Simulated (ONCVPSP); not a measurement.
**What the settings do to the ONCV potential of manganese (Mn)**

Base potential:

Mn, optimised norm-conserving Vanderbilt (ONCV), made with ONCVPSP 4.0.1 (PBE, fully relativistic). Core [Ar], reference 3d6 4s1. Waves: 4s: rc 2.65 bohr, ncon 4, nbas 9, qcut 2.5 1/bohr, 2 projectors, debl 1.8 Ha; p scattering state at 0.09 Ha: rc 2.45 bohr, ncon 4, nbas 9, qcut 3.3 1/bohr, 2 projectors, debl 3.4 Ha; 3d: rc 1.50 bohr, ncon 3, nbas 8, qcut 10.1 1/bohr, 2 projectors, debl 4 Ha. Local part: polynomial inside 1.20 bohr (lpopt 5, dvloc0 0 Ha). Core correction: none.

Open shells are filled in proportion to 2j + 1.

All-electron outer shells of the reference configuration (PBE, scalar-relativistic, ld1.x):

```csv
shell,level (eV),outermost node (bohr),outermost maximum (bohr)
3p,-50.47,0.31,0.75
4s,-4.13,1.06,2.63
3d,-3.37,–,0.77
```

Cutoffs, loose and tight: the cutoffs (Ha) at which the residual kinetic energy of the hardest occupied pseudo-wave falls to 1 and 0.1 mHa per electron. They do not see the model core or the augmentation charge, which bear on the density cutoff. Test errors are all-electron minus pseudo excitation energies from the reference, over the configurations 3d5 4s2; 3d5 4s1; 3d5 4s0; 3d5 4s1 4p1. A dash means not determined; rows that change the core or the reference have their own tests.

A true bound ghost makes a file unfit for plane-wave use even where its test errors are small: the radial tests pick states by their node count and pass the ghost by.

```tsv
change	outcome	cutoff, loose	cutoff, tight	bound ghosts	GHOST(+) flags above zero	largest test error (meV)
base	generated	39 Ha	44 Ha	s	p3/2, p1/2	+74
local potential polynomial inside 1.20 bohr (lpopt 5, dvloc0 -2.5 Ha)	generated	39 Ha	44 Ha	s	p3/2, p1/2	+77
local potential polynomial inside 1.20 bohr (lpopt 5, dvloc0 -1 Ha)	generated	39 Ha	44 Ha	s	p3/2, p1/2	+76
local potential polynomial inside 1.20 bohr (lpopt 5, dvloc0 1.5 Ha)	generated	39 Ha	44 Ha	none	s, p3/2, p1/2	+76
local potential polynomial inside 1.20 bohr (lpopt 5, dvloc0 3 Ha)	generated	39 Ha	44 Ha	none	s, p3/2, p1/2	+76
local potential polynomial inside 1.20 bohr (lpopt 5, dvloc0 4.5 Ha)	generated	39 Ha	44 Ha	none	s, p3/2, p1/2	+76
local potential polynomial inside 1.20 bohr (lpopt 5, dvloc0 5 Ha)	generated	39 Ha	44 Ha	none	s, p3/2, p1/2	+76
local potential polynomial inside 1.20 bohr (lpopt 5, dvloc0 7 Ha)	generated	39 Ha	44 Ha	none	s	+76
local potential polynomial inside 1.20 bohr (lpopt 5, dvloc0 8 Ha)	generated	39 Ha	44 Ha	none	s	+76
local potential polynomial inside 1.20 bohr (lpopt 5, dvloc0 9.5 Ha)	generated	39 Ha	44 Ha	none	none	+76
```

Reading the sweep of the dvloc0 (base included, trends over the rows without a ghost): The loose cutoff stays near 39 Ha. The median size of the test errors (rows with all tests solved) stays near 51.2 meV. Bound ghosts are found at -2.5, -1, 0 Ha.
